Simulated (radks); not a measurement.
Species: Te7+. Configuration: [Kr] 4d9.

Method: Dirac Kohn-Sham, LDA (Slater exchange, Perdew-Wang correlation), spin-unpolarised, spherical densities, point nucleus; open shells fill j = l - 1/2 first; computed with a radial shooting solver on a logarithmic mesh with Libxc functionals.

Energy parts (eV):
part                       energy
total                 -184449.381
kinetic                195040.963
electron-nucleus      -443765.330
Hartree                 68824.328
exchange-correlation    -4549.341

Orbitals (lengths in bohr, moments of r in powers of bohr; <r^-3> diverges for s and p1/2):
\begin{tabular}{lrrrrr}
orbital & occ. & eigenvalue (eV) & <r> & <r^-3> & <r^2> \\ \hline
1s1/2 & 2 & -31672.60 & 0.02783 & - & 0.001050 \\
2s1/2 & 2 & -4941.602 & 0.1195 & - & 0.01690 \\
2p1/2 & 2 & -4638.712 & 0.1008 & - & 0.01251 \\
2p3/2 & 4 & -4364.563 & 0.1064 & 4902 & 0.01380 \\
3s1/2 & 2 & -1062.524 & 0.3222 & - & 0.1188 \\
3p1/2 & 2 & -937.7900 & 0.3124 & - & 0.1134 \\
3p3/2 & 4 & -886.6551 & 0.3239 & 933.4 & 0.1217 \\
3d3/2 & 4 & -665.8415 & 0.2946 & 148.7 & 0.1029 \\
3d5/2 & 6 & -655.1300 & 0.2982 & 137.9 & 0.1053 \\
4s1/2 & 2 & -260.3944 & 0.7577 & - & 0.6485 \\
4p1/2 & 2 & -217.0510 & 0.7903 & - & 0.7108 \\
4p3/2 & 4 & -206.9430 & 0.8172 & 184.9 & 0.7597 \\
4d3/2 & 4 & -136.7557 & 0.9165 & 22.99 & 0.9737 \\
4d5/2 & 5 & -135.1307 & 0.9261 & 21.18 & 0.9937 \\
5s1/2 & 0 & -93.0145 & 1.675 & - & 3.124 \\
5p1/2 & 0 & -79.7928 & 1.811 & - & 3.662 \\
5p3/2 & 0 & -77.6569 & 1.857 & 39.59 & 3.849 \\
\end{tabular}

The highest occupied level is 4d5/2 at -135.13 eV. Summed over all electrons, <r^2> = 16.73 bohr^2, which gives a Langevin (diamagnetic) susceptibility term of -13.3 x 10^-6 cm^3/mol. The density falls to 0.001 e/bohr^3 at r = 2.36 bohr. For comparison, the ionisation energy in NIST's Atomic Spectra Database is 143 eV (theoretical). In exact Kohn-Sham theory the highest level is minus the ionisation energy, but local and semilocal functionals leave it too shallow, through self-interaction and a potential that decays too fast; potentials with the right tail come closer.

Beside tabulated values, note that spin-unpolarised runs miss the spin-polarisation part of the exchange energy of open shells.
